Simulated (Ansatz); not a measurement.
Ideal-gas functions of Cl2FHMoOS, SMILES `[OH][Mo]([F])(=[S])([Cl])[Cl]` at 600 K and 1 bar, from an Ansatz frequency run at PBE0-D4/def2-TZVP.

Molar mass 234.92 g/mol, point group C1 (symmetry number 1), electronic degeneracy 1, moments of inertia 377.709, 383.273, 468.875 u Å². Harmonic wavenumbers (cm⁻¹, unscaled): 26, 85, 174, 189, 202, 238, 263, 351, 403, 414, 592, 644, 654, 740, 3844.

Use S(trans) = R[1.5 ln M + 2.5 ln T − 1.1517]; rotational temperatures θ = 24.2544 K / I; S(rot) = R[ln(√π/σ · √(T³/θAθBθC)) + 1.5]; for each mode x = 1.438777 ν̃/T, S = R[x/(eˣ − 1) − ln(1 − e⁻ˣ)] and H = RT x/(eˣ − 1); 1 cm⁻¹ = 0.0119627 kJ/mol; R = 8.31446 J/(mol·K).

By hand: the entropy, in J/(mol·K).

Translation 191.5. Rotation: θ = 0.0642, 0.0633, 0.0517 K, giving 132.2. Vibration, mode by mode: 31.39, 21.55, 15.64, 14.97, 14.42, 13.09, 12.28, 9.99, 8.91, 8.71, 6.07, 5.48, 5.38, 4.56, 0.01, in all 172.4. Electronic 0.0. Sum 496.1 J/(mol·K).

By hand: H − E and G − E in kJ/mol, counted from the electronic energy.

Zero-point energy ½ × 8819 × 0.0119627 = 52.7; thermal vibration 45.7; translation, rotation and pV give 4 RT = 20.0. H − E = 118.4 kJ/mol, and G − E = 118.4 − 600 × 496.1/1000 = -179.3 kJ/mol.

Vibration gives 35 % of the entropy, 52.9 J/(mol·K) of it from the modes under 150 cm⁻¹: soft modes count most, and the harmonic formula is weakest for them. The sum counts one conformer and one mirror image; others add a mixing term.
